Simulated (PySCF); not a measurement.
Working out the excitation energy of Sr

Sr [Kr] 5s2 (1S) → Sr [Kr] 4d1 5s1 (3D). Calculation: PySCF 2.14, in aug-cc-pVDZ-X2C (7s6p4d, 45 functions); scalar relativity by spin-free X2C-1e. Frozen: [Kr]. Energies in hartree (1 hartree = 27.21139 eV):

```
            part    Sr (lower)    Sr (upper)
             UHF  -3177.344870  -3177.275265
CCSD correlation     -0.025173     -0.001467
             (T)      0.000000      0.000000
```

Q: What does Hartree-Fock give?

A: (-3177.275265) − (-3177.344870) = 0.069605 hartree = 1.894 eV.

Q: What do CCSD and CCSD(T) give?

A: The CCSD correlation energies differ by 0.023706 hartree = 0.645 eV and the triples by 0.000000 hartree = 0.000 eV, so CCSD gives 2.539 eV and CCSD(T) 2.539 eV.

Measured between the centres of the two terms (NIST): 2.263 eV, so CCSD(T) (valence) is off by 0.276 eV.

A double-zeta basis recovers only part of the correlation energy.

What remains against the reference includes basis incompleteness, the frozen core and higher excitations.
